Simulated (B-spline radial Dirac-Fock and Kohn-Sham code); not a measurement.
K-shell ionisation of the free cerium atom in the configuration [Xe] 4f1 5d1 6s2, by electron impact in the relativistic binary-encounter-Bethe (RBEB) model with Dirac-Fock orbital kinetic energies; direct ionisation only. It is a semi-empirical estimate. B and U are the binding and mean kinetic energies of the 1s orbital; B is the tabulated edge.

With B = 40443.0 eV, U = 51949.0 eV and N = 2, the model reads σ = 4πa₀²α⁴N / [(β_t² + β_u² + β_b²)·2b′] × {½[ln(β_t²/(1 − β_t²)) − β_t² − ln 2b′](1 − 1/t²) + 1 − 1/t − (ln t/(t + 1))(1 + 2t′)/(1 + t′/2)² + b′²(t − 1)/(2(1 + t′/2)²)}, where t = T/B, primes denote energies in units of mc², and β_x² = 1 − 1/(1 + x′)².

| T (eV) | overvoltage T/B | σ_K (b) |
| --- | --- | --- |
| 50000 | 1.24 | 2.694 |
| 100000 | 2.47 | 12.05 |
| 200000 | 4.95 | 17.19 |
| 300000 | 7.42 | 18.93 |
| 1e+06 | 24.73 | 24.33 |

Values without a named source are computed, but for edge energies of neutral atoms, which are taken from tables.
